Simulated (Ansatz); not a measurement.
**Question.** Name a neutral molecule of Al, F, N, Si and H with HOMO energy (B3LYP/def2-TZVPP) between -7.25 and -6.95 eV and HOMO energy (PBE0/def2-TZVPP) between -7.50 and -7.20 eV (Ansatz, PBE0-D4/def2-TZVP geometry).

**Answer.** `N[SiH2][NH][AlH][F]` (-7.21 eV, -7.44 eV); `N[SiH2][Al]([NH2])[F]` (-7.05 eV, -7.26 eV); `[NH2][Al]([F])[NH][SiH3]` (-7.20 eV, -7.45 eV); `[NH2][AlH][SiH](F)[SiH3]` (-7.08 eV, -7.28 eV). Other molecules can fit too; these were computed, each in one conformer that needn't be the lowest.

B3LYP here is the variant with VWN-RPA as its local correlation; programs differ in this.
